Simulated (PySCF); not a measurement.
A PySCF script (with the pyscf-properties extension) for the spin–spin couplings of SMILES O=C1O[BH-](F)OC1=O, [C$_{2}$HBFO$_{4}$]-, on a GFN2-xTB geometry:

```python
import basis_set_exchange as bse
import numpy as np
from pyscf import gto, dft
from pyscf.data import nist
from pyscf.prop import ssc

atoms = """
O    -1.846540    1.542288   -0.334735
C    -0.901511    0.802359   -0.166516
O     0.348594    1.161275   -0.119383
B     1.229514   -0.041772    0.111692
F     2.025392   -0.247712   -1.008875
O     0.235934   -1.170704    0.228755
C    -0.975294   -0.725231    0.060189
O    -1.988381   -1.389372    0.099784
H     1.885853    0.074865    1.103910
"""
names = dict.fromkeys(["O", "C", "B", "F", "H"], "pcJ-1")
basis = {el: gto.basis.parse(bse.get_basis(n, elements=[el], fmt="nwchem")) for el, n in names.items()}
mol = gto.M(atom=atoms, basis=basis, charge=-1, verbose=0)
mf = dft.RKS(mol, xc="B3LYP")
mf.grids.level = 2
mf.grids.alignment = dft.numint.BLKSIZE   # the property module wants whole blocks of grid points
mf.conv_tol = 1e-9
mf.kernel()

sc = ssc.RKS(mf)
sc.with_fcsd = True   # Fermi contact and spin-dipole together
sc.max_cycle_cphf = 60
g = {"B": 1.7924326, "C": 1.4048236, "F": 5.257736, "H": 5.58569468, "O": -0.757516}   # nuclear g factors of 11B, 13C, 19F, 1H, 17O
sc.nuc_pair = [(i, j) for i in range(mol.natm) for j in range(i + 1, mol.natm)
               if mol.atom_pure_symbol(i) in g and mol.atom_pure_symbol(j) in g]
K = sc.kernel()
unit = nist.HARTREE2J / nist.PLANCK * (0.5 * nist.E_MASS / nist.PROTON_MASS) ** 2
for (i, j), k in zip(sc.nuc_pair, K):
    a, b = mol.atom_pure_symbol(i), mol.atom_pure_symbol(j)
    J = unit * g[a] * g[b] * np.trace(k) / 3
    if abs(J) >= 1:
        print("%s%d %s%d %8.1f Hz" % (a, i, b, j, J))
```

Question: What does it print?

Answer: 
```
O0 C1     26.2 Hz
O0 O2     -2.8 Hz
O0 O5      1.6 Hz
O0 C6     -7.0 Hz
O0 O7      3.5 Hz
C1 O2     27.2 Hz
C1 F4     -1.2 Hz
C1 O5     -7.7 Hz
C1 C6     78.6 Hz
C1 O7     -7.1 Hz
C1 H8      1.0 Hz
O2 B3      3.4 Hz
O2 F4    -15.3 Hz
O2 O5     -2.4 Hz
O2 C6     -7.7 Hz
O2 O7      1.6 Hz
O2 H8    -13.7 Hz
B3 F4   -111.7 Hz
B3 O5      3.3 Hz
B3 H8    143.0 Hz
F4 O5    -15.3 Hz
F4 C6     -1.2 Hz
F4 H8     76.5 Hz
O5 C6     27.2 Hz
O5 O7     -2.8 Hz
O5 H8    -13.8 Hz
C6 O7     26.2 Hz
C6 H8      1.0 Hz
```

These numbers come from an equivalent density-fitted implementation of the same equations, which agrees with the script to about 0.1 Hz, so last digits may differ.

Size and cost of the density-fitted run: 226 basis functions, 77 s wall time on 1 thread of an Arm Neoverse V1, shared host; peak memory 0.88 GiB.
